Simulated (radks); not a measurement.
The numbers below are computed, except where a source is named.
Fractional charge and spin in the 5s shell of iodine: the spin-up occupation runs from 0 to 1 and the spin-down occupation from 0 to 1; the fullest corner is I, [Kr] 4d10 5p(up 2.5, down 2.5) 5s(up 1, down 1). Code: a radial shooting solver on a logarithmic mesh with Libxc functionals. Model: scalar-relativistic Kohn-Sham, PBE, spin-polarised, spherical densities, point nucleus. Energy (eV) above the fullest corner. The planes named below are the two flat planes that join the four corners, with an edge along up + down = one added electron.

| down \ up | 0 | 0.25 | 0.5 | 0.75 | 1 |
|---|---|---|---|---|---|
| 0 | 54.286 | 45.239 | 36.832 | 29.056 | 21.899 |
| 0.25 | 45.239 | 36.887 | 29.164 | 22.058 | 15.559 |
| 0.5 | 36.832 | 29.164 | 22.111 | 15.663 | 9.805 |
| 0.75 | 29.056 | 22.058 | 15.663 | 9.856 | 4.624 |
| 1 | 21.899 | 15.559 | 9.805 | 4.624 | 0.000 |

Corners above the fullest one (they belong to I+ and the next ion): (up 1, down 0) 21.899 eV, (up 0, down 1) 21.899 eV, (up 0, down 0) 54.286 eV. With half an added electron in each spin the energy lies 0.212 eV from the planes, and with half an added electron in spin up alone -1.261 eV. The planes are only a guide here: the flat-plane condition holds for ground states with one frontier orbital, while this shell lies below other occupied shells, so the corners above the fullest one are inner-hole states and not the ground states of those ions.
